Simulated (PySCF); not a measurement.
`C=Cc1ccc(S)c(F)c1`: 4 charge schemes on one density

C8H7FS.
Z-matrix (Å and degrees, PBE0-D3(BJ)/def2-SVP geometry), rows numbered from 1:
```
C 
C   1  1.3384
C   2  1.4657  1  127.21
C   3  1.4026  2  119.56  1  -178.57
C   4  1.3899  3  121.50  2   179.88
C   5  1.3986  4  120.90  3     0.06
S   6  1.7583  5  120.14  4   179.97
C   6  1.4013  5  117.20  4     0.02
F   8  1.3376  6  118.80  5   179.87
C   8  1.3809  6  122.37  5    -0.06
H   1  1.0935  2  122.45  3     0.06
H   1  1.0920  2  120.87  3   180.00
H   2  1.0958  1  118.26  3  -179.89
H   4  1.0927  3  119.24  2    -0.08
H   5  1.0926  4  119.94  3  -179.97
H   7  1.3484  6   95.86  5   179.99
H  10  1.0911  3  121.80  2     0.17
```

Density: PBE0/pcSseg-1 (PySCF); schemes: Mulliken, IAO, Hirshfeld and ESP-fitted. Isolated species at its PBE0-D3(BJ)/def2-SVP geometry (one conformer only).

Question: Give the atomic charges in each scheme.

Answer: In e:

```csv
atom,environment,Mulliken,IAO,Hirshfeld,ESP-fitted
C1,terminal =CH2 carbon,-0.131,-0.305,-0.096,-0.412
C2,alkene CH carbon,-0.137,-0.136,-0.046,-0.285
C3,substituted aromatic carbon,-0.192,-0.002,-0.004,+0.503
C4,aromatic CH carbon,-0.031,-0.151,-0.050,-0.572
C5,aromatic CH carbon,-0.002,-0.153,-0.057,+0.155
C6,substituted aromatic carbon,-0.466,-0.141,-0.035,-0.392
S7,thiol sulfur,+0.038,+0.028,-0.021,-0.191
C8,aromatic C–F carbon,+0.475,+0.276,+0.076,+0.538
F9,aryl fluorine,-0.285,-0.266,-0.067,-0.222
C10,aromatic CH carbon,-0.072,-0.180,-0.064,-0.536
H11,vinylic hydrogen,+0.127,+0.141,+0.046,+0.184
H12,vinylic hydrogen,+0.129,+0.156,+0.051,+0.193
H13,vinylic hydrogen,+0.095,+0.145,+0.048,+0.183
H14,aromatic hydrogen,+0.086,+0.152,+0.053,+0.207
H15,aromatic hydrogen,+0.099,+0.160,+0.054,+0.166
H16,S–H hydrogen,+0.163,+0.115,+0.057,+0.248
H17,aromatic hydrogen,+0.105,+0.163,+0.055,+0.231
```

Mean size of the charges over all atoms: ESP-fitted 0.307 e, IAO 0.157 e, Mulliken 0.155 e, Hirshfeld 0.052 e. Each set sums to the total charge, 0, to within 0.001 e. The IAO scheme counts the electrons in orthogonalised intrinsic atomic orbitals, a minimal basis polarised so that it spans the occupied orbitals exactly. The ESP scheme fits charges at the nuclei, held to the total charge, to the electrostatic potential on points at 1.4 to 2.0 times the van der Waals radii.

Lowest charge. The schemes don't all agree: Mulliken C6 (-0.466); IAO C1 (-0.305); Hirshfeld C1 (-0.096); ESP-fitted C4 (-0.572).

Highest charge. All schemes agree: Mulliken C8 (+0.475); IAO C8 (+0.276); Hirshfeld C8 (+0.076); ESP-fitted C8 (+0.538).

Question: Sum the charges by element, for elements with more than one atom.

Answer: 
```tsv
element	atoms	Mulliken	IAO	Hirshfeld	ESP-fitted
C	8	-0.556	-0.794	-0.275	-0.999
H	7	+0.804	+1.032	+0.364	+1.412
```

Question: How many electrons does the IAO scheme count on C3?

Answer: Z − q = 6 − (-0.002) = 6.002.

Question: How closely do the schemes follow one another over all atoms?

Answer: Correlation coefficient and root-mean-square difference: IAO with Hirshfeld 0.98, 0.120 e; Hirshfeld with ESP-fitted 0.79, 0.298 e; IAO with ESP-fitted 0.79, 0.230 e; Mulliken with IAO 0.78, 0.128 e; Mulliken with Hirshfeld 0.73, 0.167 e; Mulliken with ESP-fitted 0.61, 0.270 e.
